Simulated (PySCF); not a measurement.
Coordinates in bohr (charge 0 multiplicity 1):
```
In    0.0000    0.0000    0.0000
I     0.0012    0.0000    5.0238
I     4.3502    0.0000   -2.5129
I    -4.3513    0.0000   -2.5109
```

Method: PySCF, PBE0, basis In def2-SVP with ECP28, I def2-SVP with ECP28 (scalar-relativistic core potentials, no spin–orbit coupling, density fitting).

This geometry of InI3 is a stationary point at this level.

Task: What is the point group?

Result: D3h.

Task: Is it a minimum?

Result: Yes: all harmonic wavenumbers are real, though the softest, 49 cm⁻¹, leaves little margin.

Task: List the harmonic modes with their infrared intensities.

Result: 
```tsv
symmetry	ω (cm⁻¹)	IR (km/mol, summed over degenerate members)
e'	49	2.7
a2''	69	2.6
a1'	148	0.0
e'	232	83.5
```

Task: Give the ideal-gas entropy at 298.15 K and 1 bar by parts.

Result: translation 186.3, rotation 126.4, vibration 85.1, spin 0.0; total 397.8 J/(mol K).

In D3h the vibrations span 2e' + a2'' + a1'. The a1' mode carries no infrared intensity, as symmetry demands.
